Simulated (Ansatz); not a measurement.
Reactions of Ge5H12, SMILES `[GeH3][GeH2][GeH2][GeH2][GeH3]`.

Gas-phase electronic energies from Ansatz, PBE0-D4/def2-TZVP geometries. CBS: MP2 limit from def2 TZ/QZ plus the TZ coupled-cluster correction, frozen cores. This one scheme is used for every species. For Ge outer-core shells are correlated without core-valence functions, which leaves a few kJ/mol of doubt a bond. Scalar relativity is left out up to krypton. One conformer a species, not always the lowest.

**Question.** Order these by ΔE at CCSD(T)/CBS, lowest first. (Best estimate.)
A. `[GeH3][GeH2][GeH2][GeH2][GeH3]` + `BS` → `B[S][GeH3]` + `[GeH3][GeH2][GeH2][GeH3]`
B. `[GeH3][GeH2][GeH2][GeH2][GeH3]` + CH₃OH → `C[O][GeH3]` + `[GeH3][GeH2][GeH2][GeH3]`
C. `[GeH3][GeH2][GeH2][GeH2][GeH3]` + `OCS` → `OC[S][GeH3]` + `[GeH3][GeH2][GeH2][GeH3]`
D. `[GeH3][GeH2][GeH2][GeH2][GeH3]` + `N[SiH](F)Cl` → `F[SiH](Cl)[NH][GeH3]` + `[GeH3][GeH2][GeH2][GeH3]`
E. `[GeH3][GeH2][GeH2][GeH2][GeH3]` + `N=CCl` → `N=[C](Cl)[GeH3]` + `[GeH3][GeH2][GeH2][GeH3]`

**Answer.** C (-0.08 eV), A (+0.02 eV), B (+0.22 eV), D (+0.32 eV), E (+0.55 eV).

Largest T1 diagnostic: 0.015, for `BS`.
